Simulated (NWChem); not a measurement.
System meant: MoF5, doublet; SMILES [F][Mo]([F])([F])([F])[F]

The following NWChem deck was run.

```
start job
memory heap 200 mb stack 700 mb global 900 mb
geometry units angstroms noautoz
  Mo     0.000000     0.000000     0.012211
  F      0.466257     1.801701     0.012419
  F     -0.466257    -1.801701     0.012419
  F      0.000000     0.000000    -1.779632
  F      1.434628    -0.371998     1.048248
  F     -1.434628     0.371998     1.048248
end
basis spherical
  * library def2-svp
end
ecp
  Mo library def2-ecp
end
dft
  odft
  mult 3
  xc pbe0
  iterations 150
  mulliken
end
task dft energy
```

End of the output:

```
 Summary of "ao basis" -> "" (spherical)
 ------------------------------------------------------------------------------
       Tag                 Description            Shells   Functions and Types
 ---------------- ------------------------------  ------  ---------------------
 *                          def2-svp                  on all atoms

                                 NWChem DFT Module
                                 -----------------

 Summary of "ao basis" -> "ao basis" (spherical)
 ------------------------------------------------------------------------------
       Tag                 Description            Shells   Functions and Types
 ---------------- ------------------------------  ------  ---------------------
 Mo                         def2-svp                11       31   5s3p2d1f
 F                          def2-svp                 6       14   3s2p1d

 Summary of "ao basis" -> "ao basis" (spherical)
 ------------------------------------------------------------------------------
       Tag                 Description            Shells   Functions and Types
 ---------------- ------------------------------  ------  ---------------------
 Mo                         def2-svp                11       31   5s3p2d1f
 F                          def2-svp                 6       14   3s2p1d

      Symmetry analysis of basis
      --------------------------

        a1         41
        a2         12
        b1         24
        b2         24

  number of electrons :                   59
  multiplicity        :                    3
 ------------------------------------------------------------------------
  no. of electrons and multiplicity not compatible                  59
 ------------------------------------------------------------------------
 ------------------------------------------------------------------------
  current input line :
    24: task dft energy
 ------------------------------------------------------------------------
 ------------------------------------------------------------------------
 There is an error in the input file
 ------------------------------------------------------------------------
 For more information see the NWChem manual at https://nwchemgit.github.io

0: no. of electrons and multiplicity not compatible:Received an Error in Communication
```

Q: What is wrong, and how is it mended?

A: The program refused the input. Cause: the multiplicity doesn't fit the number of electrons (an even count wants an odd multiplicity, and the reverse). This input runs:
```
start job
memory heap 200 mb stack 700 mb global 900 mb
geometry units angstroms noautoz
  Mo     0.000000     0.000000     0.012211
  F      0.466257     1.801701     0.012419
  F     -0.466257    -1.801701     0.012419
  F      0.000000     0.000000    -1.779632
  F      1.434628    -0.371998     1.048248
  F     -1.434628     0.371998     1.048248
end
basis spherical
  * library def2-svp
end
ecp
  Mo library def2-ecp
end
dft
  odft
  mult 2
  xc pbe0
  iterations 150
  mulliken
end
task dft energy
```
It converges to -566.71438 Ha (PBE0/def2-SVP with def2 effective core potentials on Mo, spin-unrestricted).
